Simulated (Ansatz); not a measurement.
One change: `C[CH](C)[Ga]([SH])[SH]` becomes `CC(C)[O][Ga]([SH])[CH](C)C`.

Ansatz, PBE0-D4/def2-TZVP geometries, multiplicity 1. Each molecule was computed in one conformer, which needn't be the lowest.

Scalar relativity is left out up to krypton.

| property | `C[CH](C)[Ga]([SH])[SH]` |
| --- | --- |
| HOMO energy (PBE0/def2-TZVPP) / eV | -7.32 |
| size of the dipole moment (ωB97M-V/def2-TZVPP) / D | 2.06 |
| LUMO energy (B3LYP/def2-TZVPP) / eV | -0.99 |
| HOMO–LUMO gap (PBE/def2-TZVPP) / eV | 4.59 |
| size of the dipole moment (PBE/def2-TZVPP) / D | 2.04 |
| size of the dipole moment (B3LYP/def2-TZVPP) / D | 2.07 |

**Question.** What does the change do to each property? (Estimate.)

**Answer.** Computed: 
```json
{"property": "HOMO energy (PBE0/def2-TZVPP) / eV", "`CC(C)[O][Ga]([SH])[CH](C)C`": "-7.28", "shift": "0.04"}
{"property": "size of the dipole moment (ωB97M-V/def2-TZVPP) / D", "`CC(C)[O][Ga]([SH])[CH](C)C`": "3.10", "shift": "1.04"}
{"property": "LUMO energy (B3LYP/def2-TZVPP) / eV", "`CC(C)[O][Ga]([SH])[CH](C)C`": "-0.66", "shift": "0.33"}
{"property": "HOMO–LUMO gap (PBE/def2-TZVPP) / eV", "`CC(C)[O][Ga]([SH])[CH](C)C`": "4.78", "shift": "0.19"}
{"property": "size of the dipole moment (PBE/def2-TZVPP) / D", "`CC(C)[O][Ga]([SH])[CH](C)C`": "2.99", "shift": "0.95"}
{"property": "size of the dipole moment (B3LYP/def2-TZVPP) / D", "`CC(C)[O][Ga]([SH])[CH](C)C`": "3.10", "shift": "1.03"}
```

Dipoles are sizes alone; their direction can turn.

B3LYP here is the variant with VWN-RPA as its local correlation; programs differ in this.
